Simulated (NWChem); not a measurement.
System: C5H5, doublet; SMILES [C]1=CCC=C1

NWChem input:

```
start job
memory heap 200 mb stack 900 mb global 1100 mb
geometry units angstroms noautosym nocenter noautoz
  C      1.257642     0.111377     0.000000
  C      0.459574     1.183059     0.000000
  C     -0.963383     0.644028     0.000000
  C     -0.782553    -0.857195     0.000000
  C      0.534930    -1.157315     0.000000
  H      0.718241     2.234153     0.000000
  H     -1.526200     0.985784     0.881729
  H     -1.526200     0.985784    -0.881729
  H     -1.608394    -1.560806     0.000000
  H      0.987014    -2.141804     0.000000
end
basis spherical
  * library 6-31g*
end
dft
  odft
  mult 2
  xc bhlyp
  iterations 150
end
property
  hyperfine
end
task dft property
```

Excerpt of the output:

```
             Northwest Computational Chemistry Package (NWChem) 7.3.0
             --------------------------------------------------------

                             Geometry "geometry" -> ""
                             -------------------------

 Output coordinates in angstroms (scale by  1.889725989 to convert to a.u.)

  No.       Tag          Charge          X              Y              Z
 ---- ---------------- ---------- -------------- -------------- --------------
    1 C                    6.0000     1.25764200     0.11137700     0.00000000
    2 C                    6.0000     0.45957400     1.18305900     0.00000000
    3 C                    6.0000    -0.96338300     0.64402800     0.00000000
    4 C                    6.0000    -0.78255300    -0.85719500     0.00000000
    5 C                    6.0000     0.53493000    -1.15731500     0.00000000
    6 H                    1.0000     0.71824100     2.23415300     0.00000000
    7 H                    1.0000    -1.52620000     0.98578400     0.88172900
    8 H                    1.0000    -1.52620000     0.98578400    -0.88172900
    9 H                    1.0000    -1.60839400    -1.56080600     0.00000000
   10 H                    1.0000     0.98701400    -2.14180400     0.00000000

 Effective nuclear repulsion energy (a.u.)     147.9681086940

                              NWChem Property Module
                              ----------------------

  itol2e modified to match energy
  convergence criterion.

                                 NWChem DFT Module
                                 -----------------

 Summary of "ao basis" -> "ao basis" (spherical)
 ------------------------------------------------------------------------------
       Tag                 Description            Shells   Functions and Types
 ---------------- ------------------------------  ------  ---------------------
 C                           6-31g*                  6       14   3s2p1d
 H                           6-31g*                  2        2   2s

  itol2e modified to match energy
  convergence criterion.

            General Information
            -------------------
          SCF calculation type: DFT
          Wavefunction type:  spin polarized.
          No. of atoms     :    10
          No. of electrons :    35
           Alpha electrons :    18
            Beta electrons :    17
          Charge           :     0
          Spin multiplicity:     2
          Use of symmetry is: off; symmetry adaption is: off
          Maximum number of iterations: 150
          AO basis - number of functions:    80
                     number of shells:    40
          Convergence on energy requested:  1.00D-07
          Convergence on density requested:  1.00D-05
          Convergence on gradient requested:  5.00D-04

              XC Information
              --------------
                        BHLYP Method XC Functional
                     Hartree-Fock (Exact) Exchange  0.500
                        Slater Exchange Functional  0.500 local
                    Becke 1988 Exchange Functional  0.500 non-local
              Lee-Yang-Parr Correlation Functional  1.000

             Grid Information
             ----------------
          Grid used for XC integration:  fine
          Radial quadrature: Mura-Knowles
          Angular quadrature: Lebedev.
          Tag              B.-S. Rad. Rad. Pts. Rad. Cut. Ang. Pts.
          ---              ---------- --------- --------- ---------
          C                   0.70       70          10.0       590
          H                   0.35       60          11.0       590
          Grid pruning is: on
          Number of quadrature shells:   650
          Spatial weights used:  Erf1

      Superposition of Atomic Density Guess
      -------------------------------------

 Sum of atomic energies:        -190.79243344

      Non-variational initial energy
      ------------------------------

 Total energy =    -194.004252
 1-e energy   =    -548.132893
 2-e energy   =     206.160533
 HOMO         =      -0.175616
 LUMO         =      -0.004734

   convergence    iter        energy       DeltaE   RMS-Dens  Diis-err
 ---------------- ----- ----------------- --------- --------- ---------
 d= 0,ls=0.0,diis     1   -193.2228699234 -3.41D+02  4.40D-03  7.98D-02
                                                     3.23D-03  7.41D-02
 d= 0,ls=0.0,diis     2   -193.2784949951 -5.56D-02  1.79D-03  5.66D-03
                                                     1.15D-03  5.27D-03
 d= 0,ls=0.0,diis     3   -193.2811753383 -2.68D-03  5.20D-04  2.98D-03
                                                     5.74D-04  3.38D-03
 d= 0,ls=0.0,diis     4   -193.2829994940 -1.82D-03  2.70D-04  3.06D-04
                                                     1.70D-04  2.17D-04
 d= 0,ls=0.0,diis     5   -193.2832392356 -2.40D-04  1.11D-04  5.66D-05
                                                     1.26D-04  8.87D-05
  Resetting Diis
 d= 0,ls=0.0,diis     6   -193.2833468660 -1.08D-04  1.42D-04  2.26D-05
                                                     1.12D-04  1.40D-05
 d= 0,ls=0.0,diis     7   -193.2834266528 -7.98D-05  6.46D-05  7.29D-06
                                                     7.93D-05  1.27D-05
 d= 0,ls=0.0,diis     8   -193.2834623973 -3.57D-05  5.46D-05  1.10D-05
                                                     3.66D-05  4.82D-06
 d= 0,ls=0.0,diis     9   -193.2834826633 -2.03D-05  2.99D-04  4.34D-06
                                                     2.97D-04  7.69D-06
 d= 0,ls=0.0,diis    10   -193.2835648893 -8.22D-05  4.64D-05  7.67D-07
                                                     4.93D-05  1.38D-06
 d= 0,ls=0.0,diis    11   -193.2835709632 -6.07D-06  5.20D-05  9.77D-07
                                                     4.68D-05  4.10D-07
 d= 0,ls=0.0,diis    12   -193.2835760563 -5.09D-06  5.01D-05  1.60D-07
                                                     5.27D-05  4.10D-07
 d= 0,ls=0.0,diis    13   -193.2835788634 -2.81D-06  2.28D-05  8.54D-08
                                                     2.13D-05  3.49D-08
 d= 0,ls=0.0,diis    14   -193.2835792391 -3.76D-07  4.30D-06  5.38D-09
                                                     4.33D-06  7.84D-09
 d= 0,ls=0.0,diis    15   -193.2835792539 -1.48D-08  6.54D-07  4.90D-10
                                                     5.65D-07  1.91D-10

[...]

          ----------------------
          Hyperfine Interactions
          ----------------------

 Total Spin Density (Fermi Contact Term)
 ------------------ --------------------
     Atom            x         y         z       Density (a.u.)      Aiso(MHz)     Aiso(Gauss)
     1  13-C      2.37660   0.21047   0.00000       0.413284        464.609770     165.784039
     2  13-C      0.86847   2.23566   0.00000      -0.011260        -12.657885      -4.516641
     3  13-C     -1.82053   1.21704   0.00000       0.055168         62.019852      22.130188
     4  13-C     -1.47881  -1.61986   0.00000       0.049701         55.873415      19.936990
     5  13-C      1.01087  -2.18701   0.00000       0.022577         25.380427       9.056352
     6   1-H      1.35728   4.22194   0.00000       0.008567         38.295041      13.664600
     7   1-H     -2.88410   1.86286   1.66623      -0.001331         -5.948327      -2.122507
     8   1-H     -2.88410   1.86286  -1.66623      -0.001331         -5.948327      -2.122507
     9   1-H     -3.03942  -2.94950   0.00000       0.001441          6.440953       2.298288
    10   1-H      1.86519  -4.04742   0.00000       0.002061          9.212932       3.287398

           -------------------------------------------
           Anisotropic Interaction (Spin-Dipolar Term)
           -------------------------------------------

 ------------------------------------------------------------
     Atom            x         y         z
 ------------------------------------------------------------
     1  13-C      2.37660   0.21047   0.00000

   Spin-Dipolar term (a.u.)
        xx             yy             zz             xy             xz             yz
 ------------------------------------------------------------------------------------------
       0.880993      -0.565349      -0.315644       0.057095      -0.000000       0.000000

   Principal Comp. of -hf- tensor (au)            Anisotropic -hfcc- (MHz)               Anisotropic -hfcc- (Gauss)
 --------------------------------------------------------------------------------------------------------------------------
      0.883243    -0.567599    -0.315644     118.522754   -76.166365   -42.356389      42.291794   -27.178007   -15.113788

   Orientation of the principal axis of Hyperfine Tensor w.r.t absolute (molecular) frame
 --------------------------------------------------------------------------------------------------------------------------
      0.999224    -0.039383     0.000000
      0.039383     0.999224     0.000000
     -0.000000    -0.000000     1.000000

 ------------------------------------------------------------
     Atom            x         y         z
 ------------------------------------------------------------
     2  13-C      0.86847   2.23566   0.00000

   Spin-Dipolar term (a.u.)
        xx             yy             zz             xy             xz             yz
 ------------------------------------------------------------------------------------------
       0.112776       0.125495      -0.238271      -0.074349       0.000000      -0.000000

   Principal Comp. of -hf- tensor (au)            Anisotropic -hfcc- (MHz)               Anisotropic -hfcc- (Gauss)
 --------------------------------------------------------------------------------------------------------------------------
      0.044514     0.193756    -0.238271       5.973409    26.000232   -31.973641       2.131457     9.277514   -11.408971

   Orientation of the principal axis of Hyperfine Tensor w.r.t absolute (molecular) frame
 --------------------------------------------------------------------------------------------------------------------------
      0.736623    -0.676303    -0.000000
      0.676303     0.736623     0.000000
      0.000000    -0.000000     1.000000

 ------------------------------------------------------------
     Atom            x         y         z
 ------------------------------------------------------------
     3  13-C     -1.82053   1.21704   0.00000

   Spin-Dipolar term (a.u.)
        xx             yy             zz             xy             xz             yz
 ------------------------------------------------------------------------------------------
       0.075740      -0.032184      -0.043556       0.010213       0.000000      -0.000000

   Principal Comp. of -hf- tensor (au)            Anisotropic -hfcc- (MHz)               Anisotropic -hfcc- (Gauss)
 --------------------------------------------------------------------------------------------------------------------------
      0.076698    -0.033142    -0.043556      10.292144    -4.447285    -5.844859       3.672487    -1.586899    -2.085587

   Orientation of the principal axis of Hyperfine Tensor w.r.t absolute (molecular) frame
 --------------------------------------------------------------------------------------------------------------------------
      0.995630    -0.093386    -0.000000
      0.093386     0.995630     0.000000
      0.000000    -0.000000     1.000000

 ------------------------------------------------------------
     Atom            x         y         z
 ------------------------------------------------------------
     4  13-C     -1.47881  -1.61986   0.00000

   Spin-Dipolar term (a.u.)
        xx             yy             zz             xy             xz             yz
 ------------------------------------------------------------------------------------------
      -0.012812      -0.057375       0.070187       0.005939      -0.000000       0.000000

   Principal Comp. of -hf- tensor (au)            Anisotropic -hfcc- (MHz)               Anisotropic -hfcc- (Gauss)
 --------------------------------------------------------------------------------------------------------------------------
     -0.012034    -0.058153     0.070187      -1.614891    -7.803552     9.418443      -0.576232    -2.784497     3.360729

   Orientation of the principal axis of Hyperfine Tensor w.r.t absolute (molecular) frame
 --------------------------------------------------------------------------------------------------------------------------
      0.991530    -0.129875    -0.000000
      0.129875     0.991530     0.000000
      0.000000    -0.000000     1.000000

 ------------------------------------------------------------
     Atom            x         y         z
 ------------------------------------------------------------
     5  13-C      1.01087  -2.18701   0.00000

   Spin-Dipolar term (a.u.)
        xx             yy             zz             xy             xz             yz
 ------------------------------------------------------------------------------------------
       0.044966       0.072791      -0.117757       0.069687      -0.000000       0.000000

   Principal Comp. of -hf- tensor (au)            Anisotropic -hfcc- (MHz)               Anisotropic -hfcc- (Gauss)
 --------------------------------------------------------------------------------------------------------------------------
     -0.012184     0.129940    -0.117757      -1.634915    17.436729   -15.801814      -0.583377     6.221848    -5.638471

   Orientation of the principal axis of Hyperfine Tensor w.r.t absolute (molecular) frame
 --------------------------------------------------------------------------------------------------------------------------
      0.773234     0.634121     0.000000
     -0.634121     0.773234    -0.000000
     -0.000000     0.000000     1.000000

 ------------------------------------------------------------
     Atom            x         y         z
 ------------------------------------------------------------
     6   1-H      1.35728   4.22194   0.00000

   Spin-Dipolar term (a.u.)
        xx             yy             zz             xy             xz             yz
 ------------------------------------------------------------------------------------------
       0.002560       0.008881      -0.011441      -0.016197      -0.000000      -0.000000

   Principal Comp. of -hf- tensor (au)            Anisotropic -hfcc- (MHz)               Anisotropic -hfcc- (Gauss)
 --------------------------------------------------------------------------------------------------------------------------
     -0.010782     0.022223    -0.011441      -5.752884    11.857308    -6.104424      -2.052769     4.230975    -2.178207

   Orientation of the principal axis of Hyperfine Tensor w.r.t absolute (molecular) frame
 --------------------------------------------------------------------------------------------------------------------------
      0.771861    -0.635792     0.000000
      0.635792     0.771861     0.000000
     -0.000000    -0.000000     1.000000

 ------------------------------------------------------------
     Atom            x         y         z
 ------------------------------------------------------------
     7   1-H     -2.88410   1.86286   1.66623

   Spin-Dipolar term (a.u.)
        xx             yy             zz             xy             xz             yz
 ------------------------------------------------------------------------------------------
       0.003901      -0.003496      -0.000405      -0.004357      -0.004666       0.004015

   Principal Comp. of -hf- tensor (au)            Anisotropic -hfcc- (MHz)               Anisotropic -hfcc- (Gauss)
 --------------------------------------------------------------------------------------------------------------------------
      0.009519    -0.006410    -0.003109       5.078670    -3.419873    -1.658797       1.812193    -1.220294    -0.591899

[...]
```

Level: BHandHLYP/6-31G* (spherical d), spin-unrestricted, contact and dipolar terms. In the optimisation the excess spin sits in a' (Cs, its own frame). Coordinates come from a B3LYP/6-31G* (spherical d), spin-unrestricted optimisation. No stability test was run on the SCF state.
